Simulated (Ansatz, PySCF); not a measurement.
Breaking a bond: H₃Ga, SMILES [GaH3]. The Ga1–H4 bond (Ga1 also carries H, H; H4 carries nothing else) is pulled apart rigidly from the PBE0/def2-TZVP optimised geometry.

Methods: UKS-B3LYP/LANL2DZ = unrestricted B3LYP/LANL2DZ, with its core potentials past Ne (PySCF); RHF/6-31G* = restricted Hartree-Fock/6-31G*, spherical d (PySCF 2.14.0); RKS-CAM-B3LYP = restricted CAM-B3LYP/cc-pVDZ (Ansatz, a program for electronic structure).

Energies are in kJ/mol, each relative to the lowest point of its own curve near equilibrium.

```tsv
R / Å	UKS-B3LYP/LANL2DZ	RHF/6-31G*	RKS-CAM-B3LYP
1.27	97.4	107.9	93.7
1.35	47.6	52.5	43.9
1.41	23.9	26.3	20.9
1.48	7.6	8.3	5.7
1.51	3.6	3.9	2.3
1.57	0.1	0.0	0.0
1.59	0.0	0.0	0.4
1.66	3.5	3.9	5.4
1.73	11.5	13.0	[?]
1.82	26.8	30.1	32.3
1.94	53.0	59.3	60.8
2.11	95.9	107.6	106.8
2.32	151.7	171.0	165.7
2.62	227.8	259.0	245.1
2.83	270.4	315.8	294.9
3.12	306.9	386.3	354.7
3.40	326.7	445.8	403.1
3.76	[?]	510.9	453.5
4.29	347.1	586.5	508.6
4.78	[?]	[?]	544.4
5.48	[?]	690.1	[?]
```

Q: Fill in the missing entries.

A: 
- 1.73, RKS-CAM-B3LYP: 15.0
- 3.76, UKS-B3LYP/LANL2DZ: 339.7
- 4.78, UKS-B3LYP/LANL2DZ: 349.3
- 4.78, RHF/6-31G*: 638.6
- 5.48, UKS-B3LYP/LANL2DZ: 350.4
- 5.48, RKS-CAM-B3LYP: 577.9

The unrestricted determinant behind UKS-B3LYP/LANL2DZ is spin-contaminated at 2.83 to 5.48 Å (<S²> up to 1.0, against 0.00 for a pure singlet). The restricted form behind RHF/6-31G*, RKS-CAM-B3LYP keeps the bonding electrons paired and can't separate into open-shell fragments.
